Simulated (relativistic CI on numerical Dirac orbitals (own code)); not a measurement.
**Level scheme of Nb34+**

Calculated at this level of theory: Dirac-Coulomb-Breit CI, separate exchange-only KLI orbitals for each configuration, a model potential for QED, unscaled Slater integrals (own radial code, finite nucleus).

CI space (outside the closed core 1s2): 2s2 2p3, 2s 2p4, 2p5, 2p4 3s, 2p4 3p, 2p4 3d, 2s2 2p2 3s, 2s2 2p2 3p, 2s2 2p2 3d, 2s 2p3 3s, 2s 2p3 3p, 2s 2p3 3d, 2s2 2p2 4s, 2s2 2p2 4p, 2s2 2p2 4d, 2s2 2p2 4f. Levels of other configurations are missing.

The lowest level is 2s2 2p3 2P°_3/2, with 40 % of that term; Hund's rules for 2s2 2p3 give 4S° with J = 3/2, of which the calculation keeps J, while another term leads.

| No. | Configuration | Term | J | E (10³ cm⁻¹) | % | Landé g | Lifetime (s) | jj configuration (%) |
| --- | --- | --- | --- | --- | --- | --- | --- | --- |
| 1 | 2s2 2p3 | 2P° | 3/2 | 0.0 | 40 | 1.455 |  | 2p3/2 (97) |
| 2 | 2s2 2p3 | 4S° | 3/2 | 709.8 | 49 | 1.392 | 1.32e-07 | 2p1/2 2p3/2^2 (97) |
| 3 | 2s2 2p3 | 2D° | 5/2 | 835.6 | 100 | 1.190 | 7.26e-07 | 2p1/2 2p3/2^2 (100) |
| 4 | 2s2 2p3 | 2P° | 1/2 | 998.1 | 99 | 0.653 | 1.39e-07 | 2p1/2 2p3/2^2 (99) |
| 5 | 2s2 2p3 | 2P° | 3/2 | 1709.2 | 56 | 1.258 | 5.24e-08 | 2p3/2^3 (98) |
| 6 | 2s 2p4 | 4P | 5/2 | 1916.9 | 84 | 1.525 | 2.04e-11 | 2s 2p3/2^2 (96) |
| 7 | 2s 2p4 | 4P | 1/2 | 2276.8 | 52 | 2.299 | 6.20e-12 | 2s 2p3/2^2 (89) |
| 8 | 2s 2p4 | 4P | 3/2 | 2282.0 | 46 | 1.350 | 4.42e-12 | 2s 2p3/2^2 (82) |
| 9 | 2s 2p4 | 4P | 3/2 | 2792.7 | 53 | 1.350 | 5.52e-12 | 2s 2p1/2 2p3/2^3 (87) |
| 10 | 2s 2p4 | 2D | 5/2 | 2970.7 | 84 | 1.255 | 6.63e-12 | 2s 2p1/2 2p3/2^3 (96) |
| 11 | 2s 2p4 | 2P | 1/2 | 3156.0 | 51 | 1.513 | 2.56e-12 | 2s 2p1/2 2p3/2^3 (82) |
| 12 | 2s 2p4 | 2P | 3/2 | 3254.2 | 63 | 1.137 | 2.24e-12 | 2s 2p1/2 2p3/2^3 (95) |
| 13 | 2s 2p4 | 2P | 1/2 | 4010.8 | 46 | 1.492 | 2.45e-12 | 2s 2p3/2^4 (89) |
| 14 | 2p5 | 2P° | 3/2 | 4605.1 | 99 | 1.324 | 2.27e-12 | 2p3/2^3 (99) |
| 15 | 2p5 | 2P° | 1/2 | 5424.7 | 99 | 0.653 | 1.79e-12 | 2p1/2 2p3/2^4 (99) |
| 16 | 2s2 2p2 3s | 4P | 1/2 | 20284.7 | 53 | 2.066 | 6.83e-14 | 2p1/2^2 3s (98) |
| 17 | 2s2 2p2 3p | 4D° | 1/2 | 20652.2 | 43 | 0.666 | 6.30e-12 | 2p1/2^2 3p1/2 (98) |
| 18 | 2s2 2p2 3p | 4D° | 3/2 | 20935.2 | 27 | 1.340 | 4.22e-12 | 2p1/2^2 3p3/2 (96) |
| 19 | 2s2 2p2 3s | 4P | 3/2 | 21009.0 | 89 | 1.681 | 8.85e-14 | 2p1/2 2p3/2 3s (99) |
| 20 | 2s2 2p2 3s | 2P | 1/2 | 21053.9 | 69 | 1.270 | 4.30e-14 | 2p1/2 2p3/2 3s (99) |
| 21 | 2s2 2p2 3s | 2D | 5/2 | 21110.5 | 54 | 1.371 | 6.20e-14 | 2p1/2 2p3/2 3s (97) |
| 22 | 2s2 2p2 3s | 2D | 3/2 | 21144.4 | 57 | 1.018 | 4.53e-14 | 2p1/2 2p3/2 3s (98) |
| 23 | 2s2 2p2 3d | 4F | 3/2 | 21320.2 | 39 | 0.774 | 4.93e-14 | 2p1/2^2 3d3/2 (98) |
| 24 | 2s2 2p2 3p | 4P° | 1/2 | 21374.8 | 41 | 1.670 | 6.93e-12 | 2p1/2 2p3/2 3p1/2 (98) |
| 25 | 2s2 2p2 3p | 4D° | 3/2 | 21412.5 | 53 | 1.153 | 8.22e-12 | 2p1/2 2p3/2 3p1/2 (98) |
| 26 | 2s2 2p2 3d | 2D | 5/2 | 21436.2 | 25 | 1.201 | 1.17e-14 | 2p1/2^2 3d5/2 (96) |
| 27 | 2s2 2p2 3p | 2F° | 5/2 | 21486.4 | 38 | 1.128 | 6.66e-12 | 2p1/2 2p3/2 3p1/2 (97) |
| 28 | 2s2 2p2 3p | 2P° | 3/2 | 21616.6 | 33 | 1.421 | 9.06e-13 | 2p1/2 2p3/2 3p1/2 (87) |
| 29 | 2s2 2p2 3p | 4D° | 5/2 | 21617.8 | 51 | 1.428 | 3.97e-12 | 2p1/2 2p3/2 3p3/2 (96) |
| 30 | 2s2 2p2 3p | 4P° | 1/2 | 21645.2 | 40 | 1.757 | 4.88e-12 | 2p1/2 2p3/2 3p3/2 (97) |
| 31 | 2s2 2p2 3p | 2D° | 3/2 | 21684.3 | 46 | 1.222 | 4.10e-12 | 2p1/2 2p3/2 3p3/2 (91) |
| 32 | 2s2 2p2 3p | 2F° | 7/2 | 21724.3 | 53 | 1.267 | 8.47e-12 | 2p1/2 2p3/2 3p3/2 (97) |
| 33 | 2s2 2p2 3p | 2P° | 3/2 | 21765.3 | 45 | 1.345 | 7.54e-13 | 2p1/2 2p3/2 3p3/2 (92) |
| 34 | 2s2 2p2 3p | 2D° | 5/2 | 21823.9 | 48 | 1.188 | 1.55e-12 | 2p1/2 2p3/2 3p3/2 (92) |
| 35 | 2s2 2p2 3p | 2P° | 1/2 | 21901.9 | 82 | 0.699 | 9.49e-13 | 2p1/2 2p3/2 3p3/2 (95) |
| 36 | 2s2 2p2 3s | 4P | 5/2 | 21913.8 | 53 | 1.410 | 5.11e-14 | 2p3/2^2 3s (95) |
| 37 | 2s2 2p2 3s | 2P | 3/2 | 21954.9 | 49 | 1.137 | 4.10e-14 | 2p3/2^2 3s (97) |
| 38 | 2s 2p3 3s | 6S° | 5/2 | 22004.6 | 58 | 1.786 | 2.57e-13 | 2s 2p3/2 3s (79) |
| 39 | 2s2 2p2 3d | 4F | 3/2 | 22052.2 | 41 | 0.942 | 2.78e-14 | 2p1/2 2p3/2 3d3/2 (96) |
| 40 | 2s2 2p2 3d | 4F | 5/2 | 22065.6 | 55 | 0.986 | 5.87e-14 | 2p1/2 2p3/2 3d3/2 (95) |
| 41 | 2s2 2p2 3d | 4D | 1/2 | 22070.3 | 80 | 0.222 | 5.50e-14 | 2p1/2 2p3/2 3d3/2 (99) |
| 42 | 2s2 2p2 3d | 4F | 7/2 | 22103.5 | 59 | 1.276 | 2.57e-13 | 2p1/2 2p3/2 3d5/2 (92) |
| 43 | 2s2 2p2 3d | 2F | 7/2 | 22145.2 | 41 | 1.131 | 1.01e-11 | 2p1/2 2p3/2 3d3/2 (79) |
| 44 | 2s 2p3 3s | 4S° | 3/2 | 22148.8 | 49 | 1.658 | 5.29e-14 | 2s 2p3/2 3s (83) |
| 45 | 2s2 2p2 3s | 2S | 1/2 | 22152.8 | 71 | 1.968 | 4.13e-14 | 2p3/2^2 3s (93) |
| 46 | 2s2 2p2 3d | 2F | 5/2 | 22164.5 | 40 | 1.208 | 9.32e-15 | 2p1/2 2p3/2 3d5/2 (70) |
| 47 | 2s2 2p2 3d | 4D | 3/2 | 22173.0 | 41 | 1.184 | 1.51e-14 | 2p1/2 2p3/2 3d5/2 (82) |
| 48 | 2s2 2p2 3d | 2G | 9/2 | 22208.5 | 53 | 1.209 | 1.31e-10 | 2p1/2 2p3/2 3d5/2 (98) |
| 49 | 2s2 2p2 3d | 4D | 5/2 | 22235.1 | 39 | 1.200 | 7.54e-15 | 2p1/2 2p3/2 3d3/2 (51) |
| 50 | 2s2 2p2 3d | 4P | 3/2 | 22245.2 | 44 | 1.384 | 5.86e-15 | 2p1/2 2p3/2 3d3/2 (81) |
| 51 | 2s2 2p2 3d | 4P | 1/2 | 22266.0 | 46 | 1.947 | 5.98e-15 | 2p1/2 2p3/2 3d3/2 (94) |
| 52 | 2s2 2p2 3d | 2D | 5/2 | 22307.8 | 59 | 1.169 | 5.34e-15 | 2p1/2 2p3/2 3d5/2 (77) |
| 53 | 2s2 2p2 3d | 2F | 7/2 | 22329.3 | 54 | 1.091 | 6.27e-15 | 2p1/2 2p3/2 3d5/2 (85) |
| 54 | 2s2 2p2 3d | 2D | 3/2 | 22336.3 | 67 | 0.918 | 8.57e-15 | 2p1/2 2p3/2 3d5/2 (95) |
| 55 | 2s2 2p2 3d | 2P | 1/2 | 22354.2 | 70 | 0.975 | 7.94e-15 | 2p1/2 2p3/2 3d5/2 (91) |
| 56 | 2s2 2p2 3p | 2P° | 3/2 | 22357.1 | 26 | 1.397 | 1.32e-12 | 2p3/2^2 3p1/2 (93) |
| 57 | 2s2 2p2 3p | 2D° | 5/2 | 22386.5 | 49 | 1.182 | 3.27e-12 | 2p3/2^2 3p1/2 (93) |
| 58 | 2s 2p3 3p | 6P | 3/2 | 22398.4 | 49 | 1.970 | 3.74e-13 | 2s 2p3/2 3p1/2 (83) |
| 59 | 2s 2p3 3p | 6P | 5/2 | 22415.3 | 37 | 1.564 | 1.09e-13 | 2s 2p3/2 3p1/2 (78) |
| 60 | 2s 2p3 3s | 4D° | 1/2 | 22424.6 | 47 | 0.662 | 6.27e-14 | 2s 2p3/2 3s (81) |
| 61 | 2s 2p3 3s | 4D° | 3/2 | 22452.2 | 26 | 1.348 | 1.01e-13 | 2s 2p3/2 3s (87) |
| 62 | 2s2 2p2 3p | 2D° | 5/2 | 22516.5 | 52 | 1.279 | 4.02e-12 | 2p3/2^2 3p3/2 (96) |
| 63 | 2s2 2p2 3p | 2P° | 1/2 | 22519.1 | 57 | 1.023 | 9.45e-13 | 2p3/2^2 3p3/2 (70) |
| 64 | 2s2 2p2 3p | 4D° | 7/2 | 22522.9 | 51 | 1.291 | 5.25e-12 | 2p3/2^2 3p3/2 (95) |
| 65 | 2s2 2p2 3p | 2P° | 1/2 | 22615.8 | 85 | 0.745 | 2.80e-12 | 2p3/2^2 3p1/2 (79) |
| 66 | 2s 2p3 3p | 6P | 7/2 | 22617.6 | 59 | 1.567 | 1.74e-12 | 2s 2p3/2 3p3/2 (83) |
| 67 | 2s 2p3 3p | 4P | 3/2 | 22674.1 | 49 | 1.648 | 3.16e-14 | 2s 2p3/2 3p3/2 (87) |
| 68 | 2s2 2p2 3p | 2P° | 3/2 | 22723.3 | 64 | 1.293 | 6.47e-13 | 2p3/2^2 3p3/2 (94) |
| 69 | 2s 2p3 3p | 4P | 5/2 | 22732.4 | 41 | 1.513 | 3.19e-14 | 2s 2p3/2 3p3/2 (77) |
| 70 | 2s 2p3 3p | 4P | 1/2 | 22735.2 | 52 | 1.577 | 4.78e-14 | 2s 2p3/2 3p3/2 (65) |

Energies count from the lowest computed level; ° marks odd parity; lifetimes are radiative, by E1, M1, E2, M2 decay to levels of this space only. Filled j subshells are mostly left out of the jj labels.

The mean weight of the leading LS term, summed over parents, in these 70 levels is 55 %, and that of the leading jj configuration (from the same eigenvectors) 90 %, so jj coupling describes them better and the LS labels are nominal.

At this charge energies of transitions that change n are usually good to better than 1 %, and those within a shell (Δn = 0) to a few per cent.

LS names give the leading component of a level, which can be under half, so a name can repeat, a term be missing and a line seem to break the LS rules.
